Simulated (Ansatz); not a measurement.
Cost and result up the ladder for Ga2S3 (5 atoms). Total charge 0; singlet. Geometry: B3LYP-D4/def2-SVP.

| atom | x (Å) | y (Å) | z (Å) |
| --- | --- | --- | --- |
| Ga1 | -0.7750 | 0.4158 | 2.3535 |
| Ga2 | -0.0150 | -0.1007 | -1.0671 |
| S3 | 0.6617 | -1.2283 | 0.8790 |
| S4 | 1.1784 | 0.9417 | 0.6659 |
| S5 | -1.0501 | -0.0285 | -2.8313 |

Ansatz on 4 threads of Intel Xeon Platinum 8375C on a shared host. Times are rough, and most runs start from the orbitals of an earlier one. ωB97X-V/def2-TZVP serves as the yardstick here, not as an exact answer. Binding counts from free atoms at the same level (Ga doublet, S triplet; other spins of the atoms weren't run), without zero-point energy or a counterpoise term.

Correlated methods freeze 33 core orbitals; core or outer-core shells of Ga are correlated, in sets that lack core-valence functions. Another isomer (singlet) lies 0.45 eV lower at PBE0-D4/def2-TZVP; other spin states weren't run for this one.

Correlated methods converge slowly with the basis.

```csv
level,functions,wall time,binding energy per atom (eV),difference from ωB97X-V/def2-TZVP (eV)
PBE-D4/def2-TZVP (with forces),207,3 s,2.82,0.17
BHLYP-D4/def2-TZVP,207,5.5 s,2.42,-0.22
PBE0-D4/def2-TZVP,207,6 s,2.68,0.04
r2SCAN-D4/def2-TZVP,207,6 s,2.72,0.08
ωB97X-V/def2-TZVP,207,9.5 s,2.64,0.00
CCSD(T)/def2-TZVP,207,86 s,2.53,-0.11
```
